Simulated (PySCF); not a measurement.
# Polarisability and C₆ of Al⁻ (aluminium, charge -1)

[Ne] 3s2 3p2, high-spin 3P determinant. All numbers are calculated (PySCF 2.14, no relativity, point nucleus, in aug-cc-pwCVQZ (10s9p7d5f3g, 134 functions)). Coupled (time-dependent) response in atomic units; α is the mean over directions.

```json
{"method": "UHF", "mean α (bohr³)": "352.6", "α xx, yy, zz": "180.8, 438.4, 438.4", "C₆ (like pair)": "6773", "S(−4)": "105500"}
```

S(−4) is the Cauchy moment in α(ω) = α(0) + S(−4) ω² + …

α(iu) at UHF:

```
u (hartree)  α(iu) (bohr³)
          0          352.6
     0.0500          223.8
      0.100          129.2
      0.200          56.94
      0.300          31.53
      0.500          13.66
      0.750          6.712
       1.00          4.022
       1.50          1.973
       2.00          1.213
       3.00         0.6310
       5.00         0.2860
```

A single London oscillator, α(iu) = α/(1 + u²/ω²), gives C₆ = (3/4) ω α². Matching the computed C₆ needs ω = 4 × 6773 / (3 × 352.6²) = 0.0726 hartree.

For an ion, C₆ is the dispersion term alone; charge-induced terms of lower order in 1/R come first.

The components differ because the open shell of this determinant is not spherical; for a pure term their mean is the scalar polarisability.
